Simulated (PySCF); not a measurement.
A structure optimised at PBE0-D3(BJ)/def2-SVP (Å):
```
atom  x, y, z in Å
C1     1.6162   -0.6980    1.0426
C2     1.2240   -0.0640   -0.2494
C3     2.2596    0.5096   -1.1482
O4     0.0545    0.6358   -0.3217
C5    -1.1057    0.1219    0.3098
C6    -1.5777   -1.1474   -0.3795
C7    -2.1371    1.2304    0.2700
H8     1.7466    0.0524    1.8515
H9     0.8846   -1.4371    1.4074
H10    2.5765   -1.2197    0.9242
H11    3.0957   -0.1912   -1.2895
H12    1.8244    0.7441   -2.1313
H13    2.6829    1.4550   -0.7477
H14   -0.8761   -0.1059    1.3682
H15   -1.8220   -0.9358   -1.4321
H16   -0.7938   -1.9191   -0.3631
H17   -2.4744   -1.5513    0.1142
H18   -3.0625    0.9211    0.7773
H19   -2.3775    1.4879   -0.7730
H20   -1.7486    2.1325    0.7641
```

Doublet state.

Which heavy atoms are bonded, and with what formal order?

C1–C2 1.49 Å (single); C2–C3 1.49 Å (single); C2–O4 1.36 Å (single); O4–C5 1.42 Å (single); C5–C6 1.52 Å (single); C5–C7 1.51 Å (single). Bonds to hydrogen (Å): C1–H8 1.11; C1–H9 1.10; C1–H10 1.10; C3–H11 1.10; C3–H12 1.10; C3–H13 1.11; C5–H14 1.11; C6–H15 1.10; C6–H16 1.10; C6–H17 1.10; C7–H18 1.10; C7–H19 1.10; C7–H20 1.10.

Give the structure as a SMILES string.

`C[C](C)OC(C)C`, C6H13O.

Name the point group.

C1 (no symmetry element, even within 0.4 Å).

Classify the heavy atoms.

C1/C3: carbon bonded to C and 3 H; C2: carbon bonded to 2 C and O; O4: oxygen bonded to 2 C; C5: carbon bonded to 2 C, O and H; C6/C7: carbon bonded to C and 3 H.

What is the arrangement about C1?

It has 4 neighbours (C2, H8, H9, H10) and is distorted tetrahedral (angles from 106.9° to 113.4°).

What is the arrangement about C5?

It has 4 neighbours (O4, C6, C7, H14) and is tetrahedral (angles from 106.3° to 112.8°).

All values are computed, not measured.
